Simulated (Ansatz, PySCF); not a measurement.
CH3ClSSe, SMILES [Se](Cl)SC.

Coordinates come from a B3LYP-D3(BJ)/def2-SVP optimisation. This is a generated structure with no PubChem entry under its InChIKey; it may be hypothetical. The values are those of a single conformer.

Vertical ionisation energy (IE) and electron affinity (EA) in eV. Rows of orbital energies are one-electron estimates. Where ΔSCF, EOM or ADC give a negative EA the extra electron is unbound and the value depends on the basis.

```tsv
level	IE	EA
−ε(HOMO), −ε(LUMO), M06-2X/def2-TZVP (PySCF)	8.12	1.55
−ε(HOMO), −ε(LUMO), PBE/def2-TZVP (PySCF)	5.75	3.29
ΔSCF, CAM-B3LYP/def2-SVPD (Ansatz), final states of multiplicity 2 and 2	?	?
ΔSCF, PBE/def2-SVPD (Ansatz), final states of multiplicity 2 and 2	8.80	0.82
```

Q: Complete the blanks. (Estimate from the structure and the level; the computed values follow.)

A: 
- ΔSCF, CAM-B3LYP/def2-SVPD (Ansatz, a quantum-chemistry and plane-wave program), final states of multiplicity 2 and 2, IE: 9.23
- ΔSCF, CAM-B3LYP/def2-SVPD (Ansatz), final states of multiplicity 2 and 2, EA: 0.91

Q: What vertical singlet–triplet gap does ΔSCF give with CAM-B3LYP/def2-SVPD (Ansatz) and with PBE/def2-SVPD (Ansatz)? (Estimate from the structure and the level; the computed values follow.)

A: 2.27 and 2.15 eV (triplet above singlet where positive).
